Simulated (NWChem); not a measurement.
Everything below was run with NWChem. System: C2H7N2, charge 1, spin multiplicity 1, at the geometry of a parent with another charge or spin, in a state set for the comparison that need not be this species' ground state. Level: MP2/def2-TZVP, 4 core orbitals frozen.

The NWChem input:

```
start mol
memory heap 200 mb stack 900 mb global 1100 mb
charge 1
geometry units angstroms nocenter noautoz noautosym
  N      1.519598    -0.255753     0.222988
  C      0.633183     0.720077    -0.205534
  C     -0.727293     0.243183    -0.580726
  N     -1.263482    -0.610152     0.473911
  H      1.036771    -0.990436     0.738059
  H      2.346364     0.076989     0.706245
  H      1.059934     1.590360    -0.713212
  H     -1.358328     1.118946    -0.836364
  H     -0.687820    -0.380129    -1.501806
  H     -1.519246    -0.045227     1.282356
  H     -2.105826    -1.088728     0.163980
end
basis spherical
  * library def2-tzvp
end
scf
  rhf
  nopen 0
  maxiter 100
  thresh 1e-7
  semidirect memsize 60000000 filesize 0
end
mp2
  freeze core 4
end
task mp2 energy
```

Part of the output:

```
             Northwest Computational Chemistry Package (NWChem) 7.3.0
             --------------------------------------------------------

                                NWChem Input Module
                                -------------------

 Scaling coordinates for geometry "geometry" by  1.889725989
 (inverse scale =  0.529177249)

                             Geometry "geometry" -> ""
                             -------------------------

 Output coordinates in angstroms (scale by  1.889725989 to convert to a.u.)

  No.       Tag          Charge          X              Y              Z
 ---- ---------------- ---------- -------------- -------------- --------------
    1 N                    7.0000     1.51959800    -0.25575300     0.22298800
    2 C                    6.0000     0.63318300     0.72007700    -0.20553400
    3 C                    6.0000    -0.72729300     0.24318300    -0.58072600
    4 N                    7.0000    -1.26348200    -0.61015200     0.47391100
    5 H                    1.0000     1.03677100    -0.99043600     0.73805900
    6 H                    1.0000     2.34636400     0.07698900     0.70624500
    7 H                    1.0000     1.05993400     1.59036000    -0.71321200
    8 H                    1.0000    -1.35832800     1.11894600    -0.83636400
    9 H                    1.0000    -0.68782000    -0.38012900    -1.50180600
   10 H                    1.0000    -1.51924600    -0.04522700     1.28235600
   11 H                    1.0000    -2.10582600    -1.08872800     0.16398000

 Effective nuclear repulsion energy (a.u.)     127.2588586780

            Nuclear Dipole moment (a.u.)
            ----------------------------
        X                 Y               Z
 ---------------- ---------------- ----------------
     0.0000018897    -0.0000000000    -0.0000170075


 Summary of "ao basis" -> "" (spherical)
 ------------------------------------------------------------------------------
       Tag                 Description            Shells   Functions and Types
 ---------------- ------------------------------  ------  ---------------------
 *                         def2-tzvp                  on all atoms

 Summary of "ao basis" -> "ao basis" (spherical)
 ------------------------------------------------------------------------------
       Tag                 Description            Shells   Functions and Types
 ---------------- ------------------------------  ------  ---------------------
 N                         def2-tzvp                11       31   5s3p2d1f
 C                         def2-tzvp                11       31   5s3p2d1f
 H                         def2-tzvp                 4        6   3s1p

                                 NWChem SCF Module
                                 -----------------

  ao basis        = "ao basis"
  functions       =   166
  atoms           =    11
  closed shells   =    16
  open shells     =     0
  charge          =   1.00
  wavefunction    = RHF
  use symmetry    = F
  symmetry adapt  = F

 Summary of "ao basis" -> "ao basis" (spherical)
 ------------------------------------------------------------------------------
       Tag                 Description            Shells   Functions and Types
 ---------------- ------------------------------  ------  ---------------------
 N                         def2-tzvp                11       31   5s3p2d1f
 C                         def2-tzvp                11       31   5s3p2d1f
 H                         def2-tzvp                 4        6   3s1p

 Forming initial guess at       0.1s

      Superposition of Atomic Density Guess
      -------------------------------------

 Sum of atomic energies:        -187.46442444

 Renormalizing density from      33.00 to     32

      Non-variational initial energy
      ------------------------------

 Total energy =    -185.789876
 1-e energy   =    -488.300178
 2-e energy   =     175.251443
 HOMO         =      -0.640414
 LUMO         =      -0.402609

 Starting SCF solution at       2.4s

 ----------------------------------------------
         Quadratically convergent ROHF

 Convergence threshold     :          1.000E-07
 Maximum no. of iterations :          100
 Final Fock-matrix accuracy:          1.000E-09
 ----------------------------------------------

              iter       energy          gnorm     gmax       time
             ----- ------------------- --------- --------- --------
                 1     -188.3501555290  1.72D+00  2.54D-01      3.9
                 2     -188.4943903008  3.86D-01  6.19D-02      6.9
                 3     -188.5084885568  3.13D-02  9.04D-03     11.0
                 4     -188.5086229008  5.33D-04  2.40D-04     17.9
                 5     -188.5086229580  1.73D-07  4.70D-08     30.5
                 6     -188.5086229580  3.29D-09  1.27D-09     37.4

       Final RHF  results
       ------------------

         Total SCF energy =   -188.508622957986
      One-electron energy =   -499.305771713604
      Two-electron energy =    183.538290077587
 Nuclear repulsion energy =    127.258858678032

        Time for solution =     35.0s

             Final eigenvalues
             -----------------

              1
    1  -15.8530
    2  -15.7359
    3  -11.5918
    4  -11.4774
    5   -1.4840
    6   -1.3765
    7   -1.1974
    8   -1.0437
    9   -0.9645
   10   -0.8960
   11   -0.8594
   12   -0.8050
   13   -0.7738
   14   -0.7553
   15   -0.7043
   16   -0.5966
   17   -0.1672
   18   -0.0430
   19   -0.0107
   20   -0.0050
   21    0.0238
   22    0.0424
   23    0.0525
   24    0.0725
   25    0.0955
   26    0.1175

                       ROHF Final Molecular Orbital Analysis
                       -------------------------------------

 Vector   14  Occ=2.000000D+00  E=-7.552799D-01
              MO Center= -4.0D-01, -1.1D-01, -5.6D-02, r^2= 3.0D+00
   Bfn.  Coefficient  Atom+Function         Bfn.  Coefficient  Atom+Function
  ----- ------------  ---------------      ----- ------------  ---------------
   162      0.148592  11 H  s                69      0.140382   3 C  py
   150     -0.137097   9 H  s

 Vector   15  Occ=2.000000D+00  E=-7.042675D-01
              MO Center=  6.5D-01, -1.4D-01, -1.1D-01, r^2= 2.5D+00
   Bfn.  Coefficient  Atom+Function         Bfn.  Coefficient  Atom+Function
  ----- ------------  ---------------      ----- ------------  ---------------
     8      0.262380   1 N  pz               11      0.256026   1 N  pz
    14      0.167851   1 N  pz               70     -0.155327   3 C  pz
   150      0.155183   9 H  s

 Vector   16  Occ=2.000000D+00  E=-5.966252D-01
              MO Center= -1.1D+00, -4.7D-01,  3.0D-01, r^2= 1.6D+00
   Bfn.  Coefficient  Atom+Function         Bfn.  Coefficient  Atom+Function
  ----- ------------  ---------------      ----- ------------  ---------------
    99      0.258145   4 N  px              100     -0.256356   4 N  py
   102      0.244977   4 N  px              103     -0.240240   4 N  py
   105      0.222802   4 N  px              106     -0.189741   4 N  py
    98      0.162677   4 N  s

 Vector   17  Occ=0.000000D+00  E=-1.671794D-01
              MO Center=  6.3D-01,  5.7D-01, -6.3D-02, r^2= 2.4D+00
   Bfn.  Coefficient  Atom+Function         Bfn.  Coefficient  Atom+Function
  ----- ------------  ---------------      ----- ------------  ---------------
    45      0.433078   2 C  pz               36      0.391307   2 C  s
    42      0.309923   2 C  pz              151      0.304278   9 H  s
    14     -0.279781   1 N  pz               39      0.276335   2 C  pz
    98     -0.276668   4 N  s                44      0.253605   2 C  py
    13     -0.191067   1 N  py                8     -0.158546   1 N  pz

 Vector   18  Occ=0.000000D+00  E=-4.295463D-02
              MO Center=  1.4D+00,  3.4D-01,  4.7D-01, r^2= 7.5D+00
   Bfn.  Coefficient  Atom+Function         Bfn.  Coefficient  Atom+Function
  ----- ------------  ---------------      ----- ------------  ---------------
     5      2.053433   1 N  s                67      1.922594   3 C  s
   133     -1.386418   6 H  s               139     -1.076750   7 H  s
    44      0.779456   2 C  py              151     -0.726019   9 H  s
   145     -0.660485   8 H  s               127     -0.580845   5 H  s
    36     -0.538548   2 C  s               157     -0.534944  10 H  s

 Vector   19  Occ=0.000000D+00  E=-1.067521D-02
              MO Center=  3.3D-01,  8.1D-01, -4.6D-01, r^2= 8.2D+00
   Bfn.  Coefficient  Atom+Function         Bfn.  Coefficient  Atom+Function
  ----- ------------  ---------------      ----- ------------  ---------------
    67      3.971142   3 C  s               139     -1.698229   7 H  s
   145     -1.607526   8 H  s                 5     -1.382939   1 N  s
   151     -1.231578   9 H  s                43      1.067140   2 C  px
   133      0.779046   6 H  s               127      0.762948   5 H  s
    44      0.595294   2 C  py              163     -0.436026  11 H  s

 center of mass
 --------------
 x =   0.03901392 y =  -0.00903024 z =   0.00517077

 moments of inertia (a.u.)
 ------------------
         120.804581382964         -38.086670968420          -5.061717585101
         -38.086670968420         347.608821121051          38.384847312508
          -5.061717585101          38.384847312508         363.985197764937

  Mulliken analysis of the total density
  --------------------------------------

    Atom       Charge   Shell Charges
 -----------   ------   -------------------------------------------------------
    1 N    7     7.37   0.82  1.16  0.52  0.86  0.14  1.48  1.75  0.58  0.01  0.04  0.00
    2 C    6     5.79   0.86  1.12  0.54  0.65  0.09  1.10  1.11  0.18  0.03  0.10  0.01
    3 C    6     6.06   0.85  1.12  0.47  0.66  0.04  1.23  1.32  0.22  0.03  0.10  0.01
    4 N    7     7.59   0.82  1.16  0.51  0.84  0.24  1.49  1.76  0.73  0.01  0.04  0.00
    5 H    1     0.66   0.24  0.35  0.03  0.04
    6 H    1     0.68   0.25  0.37  0.02  0.04
    7 H    1     0.76   0.26  0.44  0.04  0.02
    8 H    1     0.83   0.26  0.48  0.07  0.02
    9 H    1     0.80   0.25  0.47  0.06  0.02
   10 H    1     0.74   0.26  0.40  0.04  0.04
   11 H    1     0.72   0.26  0.39  0.04  0.04

       Multipole analysis of the density wrt the origin
       ------------------------------------------------

     L   x y z        total         open         nuclear
     -   - - -        -----         ----         -------
     0   0 0 0      1.000000      0.000000     33.000000

     1   1 0 0      0.640021      0.000000      0.000002
     1   0 1 0      0.825368      0.000000     -0.000000
     1   0 0 1      0.078395      0.000000     -0.000017

     2   2 0 0     -7.780801      0.000000    177.420295
     2   1 1 0      1.833733      0.000000     22.471938
     2   1 0 1      1.978261      0.000000      5.269721
     2   0 2 0    -14.751529      0.000000     45.101852
     2   0 1 1     -0.682138      0.000000    -23.465588
     2   0 0 2    -14.818495      0.000000     37.051811

                   NWChem MP2 Semi-direct Energy/Gradient Module
                   ---------------------------------------------

  Basis functions       =    166
  Molecular orbitals    =    166
  Frozen core           =      4
  Frozen virtuals       =      0
  Active alpha occupied =     12
  Active beta occupied  =     12
  Active alpha virtual  =    150
  Active beta virtual   =    150
  Use MO symmetry       = F
  Use skeleton AO sym   = F

  AO/Fock/Back tols     =   1.0D-09  1.0D-09  1.0D-09

 GA uses MA = F    GA memory limited = T

 Available:
  local mem=  1.26D+08
 global mem=  1.44D+08
 local disk=  0.00D+00
  mp2_memr nvloc                   150
  nvloc new                   150
   1 passes of  12:        5242880                     146178                  83419894.
   1 passes of  12: M    126043529           G      144124088           F     120800649.

 Semi-direct pass number   1 of   1  for RHF alpha+beta  at       37.5s
  vrange nnbf                 13623
  mp2_eaftype                   318  avail_ma_in_mb                  1098
 EAF : mp2_eaftype filesize         318   41709947.
  mp2_eaf for mointskh                    318
Node 0 wrote    196.2 Mb in      0.0 s     Agg I/O rate:  6646.7 Mb/s
 Done moints_semi at       47.1s
  mp2_eaftype                   318  avail_ma_in_mb                   780
 EAF : mp2_eaftype filesize         318   41709947.
  mp2_eaf for kh                   318
 Done maket at       47.5s
 Done multipass loop at       47.5s

          -------------------------------------------
          SCF energy                -188.508622957986
          Correlation energy          -0.725654555905
          Singlet pairs               -0.469453808687
          Triplet pairs               -0.256200747219
          Total MP2 energy          -189.234277513891
          -------------------------------------------

          ---------------------------------------------------
                    Spin Component Scaled (SCS) MP2
          Same spin pairs                     -0.170800498146
          Same spin scaling factor             0.333333333333
          Opposite spin pairs                 -0.554854057759
          Opposite spin scaling fact.          1.200000000000
          SCS-MP2 correlation energy          -0.722758368693
          Total SCS-MP2 energy              -189.231381326679
          ---------------------------------------------------

 -----------------------
 Performance information
 -----------------------

 Timer overhead =  1.32D-07 seconds/call

               Nr. of calls         CPU time (s)                 Wall time (s)                GFlops
             ---------------    -------------------     ------------------------------   -------------------
Name         Min   Avg   Max    Min     Avg     Max     Min     Avg     Max   Mx/calls   Min     Max     Sum
mp2: moin     1     1     1    9.7     9.7     9.7      9.7     9.7     9.7     9.7      0.0     0.0     0.0
mp2: make     1     1     1   0.40    0.40    0.40     0.40    0.40    0.40    0.40      0.0     0.0     0.0
mp2: tota     1     1     1    10.     10.     10.      10.     10.     10.     10.      0.0     0.0     0.0

 The average no. of pstat calls per process was 3.00D+00
 with a timing overhead of 3.96D-07s

 Task  times  cpu:       47.5s     wall:       47.5s

 Total times  cpu:       47.5s     wall:       47.5s
```
